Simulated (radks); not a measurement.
The numbers below are computed, except where a source is named.
Polarisability of the platinum ion Pt3+, [Xe] 4f14 5d7, at imaginary frequency. Code: a radial shooting solver on a logarithmic mesh with Libxc functionals. Model: scalar-relativistic Kohn-Sham, LDA (Slater exchange, VWN5 correlation), spin-unpolarised, spherical densities, finite nucleus; Fermi nuclear charge, rms radius 5.427 fm. Response by self-consistent Sternheimer equations with the Hartree and adiabatic LDA kernel, the relativistic mass of each level held fixed and spin-orbit coupling left out.

w (hartree),alpha1(iw) (bohr^3)
0.00266,6.532
0.0143,6.530
0.0360,6.521
0.0697,6.493
0.118,6.421
0.186,6.268
0.280,5.981
0.413,5.500
0.605,4.796
0.892,3.893
1.35,2.861
2.12,1.823
3.59,0.9487
6.94,0.3753
17.5,0.09536

Static values: alpha1 = 6.532 bohr^3 (0.9680 angstrom^3; uncoupled 10.16). C6 = 37.92, triple-dipole C9 = 170.1 atomic units. One-pole (London) frequency 4 C6 / (3 alpha1^2) = 1.185 hartree, against 1.436 for minus the highest occupied eigenvalue.
